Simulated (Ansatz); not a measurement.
`C[S][Mg][F]` + H–F → `[F][Mg][F]` + CH₃SH at 600 K and 1 bar (ligand exchange at a Mg–S bond).

Gas-phase electronic energies from Ansatz, PBE0-D4/def2-TZVP geometries. CCSD(T)/CBS adds triple-zeta CCSD(T) − MP2 to the extrapolated MP2 energy (def2 sets, frozen cores). This one scheme is used for every species. For Mg outer-core shells are correlated without core-valence functions, which leaves a few kJ/mol of doubt a bond. Each species was taken in one conformer, which may not be the lowest.

```
      species  CCSD(T)/CBS energy (Eh)  H − E (kJ/mol)  S (J/(mol·K))
`C[S][Mg][F]`               -737.42523           155.5          404.0
          H–F               -100.39570            42.3          194.0
 `[F][Mg][F]`               -399.61583            40.0          286.2
        CH₃SH               -438.22835           152.3          296.8
```

H − E and S are ideal-gas, rigid-rotor, harmonic terms from PBE0-D4/def2-TZVP, for one conformer and one mirror image of each species. 1 Eh = 2625.50 kJ/mol, R = 8.31446 J/(mol·K).

By hand: ΔE, ΔH, ΔS and ΔG.

ΔE = (-399.61583) + (-438.22835) − (-737.42523) − (-100.39570) = -0.02325 Eh = -61.0 kJ/mol. Δ(H − E) = 40.0 + 152.3 − 155.5 − 42.3 = -5.5, so ΔH = -66.5 kJ/mol. ΔS = 286.2 + 296.8 − 404.0 − 194.0 = -15.0 J/(mol·K). ΔG = -66.5 − 600 × (-15.0)/1000 = -57.5 kJ/mol.

By hand: the equilibrium constant, and the temperature at which ΔG would vanish if ΔH and ΔS stayed fixed.

log₁₀ K = −ΔG/(RT ln 10) = 5.0. ΔG = 0 at ΔH/ΔS = 4433 K, far beyond where these terms or the molecules hold.

ΔH outweighs TΔS. A doubt of 5 kJ/mol in ΔE shifts log₁₀ K by 0.4 here. Other conformers and mirror images would add mixing entropy, several J/(mol·K) or more a flexible species. These are equilibria of isolated gas molecules and say nothing of rates. Largest T1 diagnostic: 0.012 (customary marks: 0.02 for closed shells, 0.045 for open ones).
